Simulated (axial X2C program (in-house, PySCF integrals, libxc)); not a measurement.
## Correcting the dissociation energy of ScO for spin–orbit coupling

A spin-free PBE0 curve (one-electron X2C) was computed with an in-house relativistic program for diatomic molecules, basis Sc dyall-cv3z [10s11p7d5f2g], O dyall-av3z [7s6p3d2f] (cores contracted in-house), for the state M_S = 1/2, Λ = 0 (beyond evenly filled blocks: σα). It gives D0 = 6.917 eV to Sc + O, which in a spin-free picture are the weighted means of the ground terms.

Measured levels of the ground terms (NIST Handbook of Basic Atomic Spectroscopic Data), in cm⁻¹: Sc 2D: J = 3/2 at 0, J = 5/2 at 168.3; O 3P: J = 2 at 0, J = 1 at 158.3, J = 0 at 227.

The molecular state has Λ = 0, so it has no first-order lowering.

(1) How far does each ground level lie under the (2J+1)-weighted mean of its term?

(2) Correct D0.

Second-order spin–orbit effects in the molecule, which grow quickly with Z, are left out. The state is one determinant whose occupation by symmetry is held fixed; it was picked as the lowest of a PBE0 search that is not exhaustive. De is counted from the lowest determinant-based energies of the atoms at the same level, without counterpoise correction.

Results:

(1) Sc: (4 × 0 + 6 × 168.3)/10 = 101 cm⁻¹; O: (5 × 0 + 3 × 158.3 + 1 × 227)/9 = 78 cm⁻¹.

(2) D0 = 6.917 + (0 − 179)/8065.5 = 6.895 eV at PBE0 with these spin–orbit terms.
